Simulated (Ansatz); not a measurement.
One change: `F[Si](F)(F)F` becomes `C=C[Se][Si](F)(F)F`.

Ansatz, PBE0-D4/def2-TZVP geometries, multiplicity 1. Each molecule was computed in one conformer, which needn't be the lowest.

Scalar relativity is left out up to krypton.

| property | `F[Si](F)(F)F` |
| --- | --- |
| HOMO energy (ωB97M-V/def2-TZVPP) / eV | -15.29 |
| size of the dipole moment (ωB97M-V/def2-TZVPP) / D | 0.00 |
| LUMO energy (PBE/def2-TZVPP) / eV | -0.53 |
| HOMO energy (PBE/def2-TZVPP) / eV | -10.59 |
| HOMO–LUMO gap (PBE0/def2-TZVPP) / eV | 13.30 |
| HOMO–LUMO gap (ωB97M-V/def2-TZVPP) / eV | 17.62 |

Task: What does the change do to each property? (Estimate.)

Result: The calculation gave: 
```tsv
property	`C=C[Se][Si](F)(F)F`	shift
HOMO energy (ωB97M-V/def2-TZVPP) / eV	-9.72	5.57
size of the dipole moment (ωB97M-V/def2-TZVPP) / D	2.31	2.31
LUMO energy (PBE/def2-TZVPP) / eV	-1.96	-1.43
HOMO energy (PBE/def2-TZVPP) / eV	-6.35	4.24
HOMO–LUMO gap (PBE0/def2-TZVPP) / eV	6.57	-6.73
HOMO–LUMO gap (ωB97M-V/def2-TZVPP) / eV	10.87	-6.75
```

With PBE0 the HOMO rises by 5.22 eV and the LUMO falls by 1.50 eV, so the gap narrows by about 6.72 eV. PBE moves the HOMO by 4.24 eV and ωB97M-V by 5.57 eV.

Spin–orbit coupling is left out; it splits and shifts lone-pair levels of the heavy atoms by tenths of an eV.
